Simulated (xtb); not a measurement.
CH3AlCl, SMILES [Cl][Al+][CH3], charge +1. All values are semi-empirical tight-binding results from xtb (GFN2-xTB unless named), good for trends rather than for accurate numbers. Geometry optimised at GFN2-xTB. The multiplicity is an assumed one; other spin states were not compared. The isomer is the one that the SMILES or the coordinates give; other isomers of the formula were not compared.

For metal compounds this method's bond lengths and energies can be far off.

```
Quantity                                      Result
-------------------------------------  -------------
point group as xtb finds it                      C3v
orbital gap                                  3.95 eV
zero-point energy                      22.3 kcal/mol
G − E(el) at 298.15 K (modified RRHO)   6.2 kcal/mol
```
